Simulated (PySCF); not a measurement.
**Vibration and rotation of BTe⁺**

UHF-CCSD(T) constants of BTe⁺, ³Π (triplet), unpaired electrons σ ↑, π ↑ (B aug-cc-pVDZ, Te aug-cc-pVDZ-PP with ECP28; scalar-relativistic core potentials (PySCF 2.14); masses 11.0093 and 129.9062 u):

```
ωe            : 632.4 cm⁻¹
ωexe          : 5.88 cm⁻¹
Be            : 0.37833 cm⁻¹
αe            : 0.00365 cm⁻¹
De to B⁺ + Te : 2.19 eV
```

Question: What force constant and bond length do these constants imply?

Answer: Reduced mass μred = 10.149 u; k = 5.8918×10⁻⁷·μred·ωe² (u, cm⁻¹, mdyn/Å) = 2.39 mdyn/Å; Re = √(16.8576/(μred·Be)) (u, cm⁻¹, Å) = 2.095 Å.

Question: Estimate the centrifugal constant D from the Kratzer relation and find the Dunham coefficient a1.

Answer: D = 4Be³/ωe² = 5.42e-07 cm⁻¹; a1 = −1 − αeωe/(6Be²) = -3.69.

Correlated steps freeze 5 core orbitals. Correlated levels converge slowly with the basis: in double zeta they bind strong bonds too weakly, by up to about 1 eV, and carry superposition errors of some tenths. These are scalar-relativistic numbers at best; spin–orbit coupling would shift them, the dissociation energy most. For an ion De counts to the pair picked by the measured ionisation energies or electron affinities, which need not be the lowest pair at this level. The state was picked by a PBE0 search and need not be the measured ground state.
